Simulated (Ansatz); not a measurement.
Ansatz (a program for electronic structure) input (RI-MP2/def2-TZVPPD):
A basis named .json is the Basis Set Exchange file of that set.

Ansatz 0.2 input:
```yaml
crystal:
  periodic: [false, false, false]
  atoms:
    - {symbol: Si, position_ang: [-1.75970509, 0.01797307, -0.00365181]}
    - {symbol: I, position_ang: [0.55884607, -0.00570788, 0.00115974]}
    - {symbol: H, position_ang: [-2.47847676, 1.29880875, -0.00643869]}
    - {symbol: H, position_ang: [-2.50449345, -1.24791426, -0.00390218]}
basis:
  gaussian:
    orbitals: def2-TZVPPD.json
    fitting: {mean_field: def2-universal-jkfit, correlation: def2-TZVPPD-RIFIT.json}
total_charge: 1
magnetization: {spin_polarized: false}
correlation: {method: mp2, electrons: outside_noble_gas}
```

End of the output:

```
integrals: 0.07 GiB planned
382 factors; integrals over basis functions are off by at most 1.1e0 eV
417 factors; integrals over basis functions are off by at most 6.9e-1 eV
mean field: 0.29 GiB planned
mean field evaluation 1: about -15958.4439 eV, gradient 1.6e1 eV
mean field evaluation 2: about -15959.2381 eV, gradient 8.4e0 eV
mean field evaluation 4: about -15959.4064 eV, gradient 8.0e-1 eV
mean field evaluation 8: about -15959.4091 eV, gradient 1.0e-6 eV
mean field -15959.40909988 eV, -586.4974667447 hartree, gradient 1.0e-6 eV, S^2 0.000000; 0 other end points of the search recorded, 0 dependent functions left out
14 core orbitals not correlated
reference -15959.40909988 eV, -586.4974667447 hartree; 6, 6 occupied and 121, 121 virtual orbitals, 417 factors
second order -6.46224948 eV of doubles, -0.00000000 eV of singles
Total energy: -15965.87134936 eV, -586.7349500328 hartree
```
